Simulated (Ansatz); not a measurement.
`CO[SiH](F)[O][GeH3]` + `C[SiH2]N` → `C[SiH2][NH][GeH3]` + `CO[SiH](O)F`  (ligand exchange at a Ge–O bond)

Calculated with Ansatz (gas phase, PBE0-D4/def2-TZVP geometries, no zero-point term in ΔE). CBS: MP2 limit from def2 TZ/QZ plus the TZ coupled-cluster correction, frozen cores. DFT in def2-TZVPP. For Ge outer-core shells are correlated without core-valence functions, which leaves a few kJ/mol of doubt a bond. Scalar relativity is left out up to krypton. Each species was taken in one conformer, which may not be the lowest.

| level | ΔE (kJ/mol) | difference from CCSD(T)/CBS |
| --- | --- | --- |
| LDA (SPW92) | 23.2 | -5.3 |
| BLYP-D4 | 32.7 | 4.2 |
| r2SCAN-D4 | 31.6 | 3.1 |
| CAM-B3LYP-D4 | 34.3 | 5.8 |
| ωB97X-V | 32.4 | 3.9 |
| revPBE | 28.6 | 0.1 |
| r2SCANh | 31.2 | 2.7 |
| RPA@PBE/def2-TZVPP | 29.3 | 0.8 |
| HF/def2-SVP | 39.3 | 10.8 |
| CCSD/def2-SVP | 31.8 | 3.3 |
| CCSD(T)/CBS | 28.5 | 0 |

Largest T1 diagnostic among the species: 0.012.

Leaving LDA and LC-ωPBE aside and taking each functional with its dispersion term where it has one, the values, not all of them listed here, spread over 9.1 kJ/mol, from revPBE-D4 to BHLYP-D4. LDA lies −4.3 kJ/mol from PBE without D4. In def2-TZVPP, CCSD(T) changes the Hartree–Fock value by −11.5 kJ/mol (the triples alone add −1.3 kJ/mol) and MP2 by −12.7 kJ/mol.
